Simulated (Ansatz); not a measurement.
dichloro(silyloxy)silane (Cl2H4OSi2), SMILES [SiH3]O[SiH](Cl)Cl.

Geometry: ωB97X-D3(BJ)/def2-SVP. The values are those of a single conformer.

Two levels are set side by side: PBE/def2-SVPD (Ansatz, a program for electronic structure) and PBE0/def2-SVPD (Ansatz). Energy differences of separate SCF runs at the same geometry; the states with an electron removed or added have multiplicity 2 and 2. Differences are taken from unrounded values.

```json
[
 {"quantity": "vertical ionisation energy (eV)", "PBE0": "11.05"},
 {"quantity": "vertical singlet–triplet gap (eV)", "PBE0": "7.21"}
]
```

**Question.** What does PBE give, and how far is it from PBE0? (Estimate from the structure and the level; the computed values follow.)

**Answer.** 
| quantity | PBE | PBE minus PBE0 |
|---|---|---|
| vertical ionisation energy (eV) | 10.42 | -0.64 |
| vertical singlet–triplet gap (eV) | 6.55 | -0.66 |
